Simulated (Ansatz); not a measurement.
Species: C3H6Si, SMILES `C#C[SiH2]C` (charge 0, multiplicity 1).

**Question.** Give a relaxed geometry from B3LYP-D3(BJ)/def2-TZVP (Ansatz, a program for electronic structure).

**Answer.** the end point of this relaxation (outside a Z-matrix the atoms follow the SMILES, hydrogens last).
Cartesian coordinates (Å) in one orientation:
```xyz
10

C      2.579     0.345     0.418
C      1.480    -0.107     0.213
Si    -0.200    -0.768    -0.091
C     -1.486     0.533     0.300
H      3.550     0.740     0.598
H     -0.386    -1.964     0.761
H     -0.284    -1.180    -1.511
H     -2.491     0.145     0.121
H     -1.344     1.416    -0.325
H     -1.418     0.840     1.345
```
